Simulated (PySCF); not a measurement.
Si(Br)(Me)(OH)2 (CH5BrO2Si), SMILES C[Si](O)(O)Br.

The structure is a stationary point at B3LYP-D3(BJ)/def2-SVP. Other conformers were not sampled.

Level of theory: SMD-PBE0/def2-SVP (PySCF).

Solvation free energies are E(SMD) − E(gas) at the gas-phase geometry, for 1 M in both phases. Bromine has the revised SMD18 radius of 2.60 Å. In vacuum the dipole moment is 1.04 D.

Problem. Estimate the solvation free energies in water, ethylethanoate, diethylether. (Estimate from the structure and the level; the computed values follow.)

Solution. 
```
solvent         ΔG(solv) (kcal/mol)  its non-electrostatic (CDS) part  dipole (D)
--------------  -------------------  --------------------------------  ----------
water                          -8.0                               2.3        1.32
ethylethanoate                 -6.7                              -2.9        1.22
diethylether                   -6.7                              -3.3        1.19
```
